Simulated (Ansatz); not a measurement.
`C[S][GeH2][Cl]` → `C[S][Ge][Cl]` + H₂ at 298.15 K and 1 bar (germylene formation by 1,1-elimination).

Gas-phase electronic energies from Ansatz, PBE0-D4/def2-TZVP geometries. CCSD(T)/CBS adds triple-zeta CCSD(T) − MP2 to the extrapolated MP2 energy (def2 sets, frozen cores). This one scheme is used for every species. For Ge outer-core shells are correlated without core-valence functions, which leaves a few kJ/mol of doubt a bond. Scalar relativity is left out up to krypton. Each species was taken in one conformer, which may not be the lowest.

```tsv
species	CCSD(T)/CBS energy (Eh)	H − E (kJ/mol)	S (J/(mol·K))
`C[S][GeH2][Cl]`	-2974.78596	169.0	356.1
`C[S][Ge][Cl]`	-2973.58695	124.8	354.2
H₂	-1.17544	35.1	130.4
```

H − E and S are ideal-gas, rigid-rotor, harmonic terms from PBE0-D4/def2-TZVP, for one conformer and one mirror image of each species. The MP2-based limit puts H₂ 0.8 mEh under its directly extrapolated value; such offsets cancel only in part. 1 Eh = 2625.50 kJ/mol, R = 8.31446 J/(mol·K).

**Question.** By hand: ΔE, ΔH, ΔS and ΔG.

**Answer.** ΔE = (-2973.58695) + (-1.17544) − (-2974.78596) = 0.02357 Eh = 61.9 kJ/mol. Δ(H − E) = 124.8 + 35.1 − 169.0 = -9.1, so ΔH = 52.8 kJ/mol. ΔS = 354.2 + 130.4 − 356.1 = 128.5 J/(mol·K). ΔG = 52.8 − 298.15 × (128.5)/1000 = 14.5 kJ/mol.

**Question.** By hand: the equilibrium constant, and the temperature at which ΔG would vanish if ΔH and ΔS stayed fixed.

**Answer.** log₁₀ K = −ΔG/(RT ln 10) = -2.5. ΔG = 0 at ΔH/ΔS = 411 K.

The number of gas molecules changes by +1, which sets the sign of ΔS. A doubt of 5 kJ/mol in ΔE shifts log₁₀ K by 0.9 here. Other conformers and mirror images would add mixing entropy, several J/(mol·K) or more a flexible species. Modes under 60 cm⁻¹, often nearly free rotors, make the harmonic entropy too high. These are equilibria of isolated gas molecules and say nothing of rates. Largest T1 diagnostic: 0.014 (customary marks: 0.02 for closed shells, 0.045 for open ones).
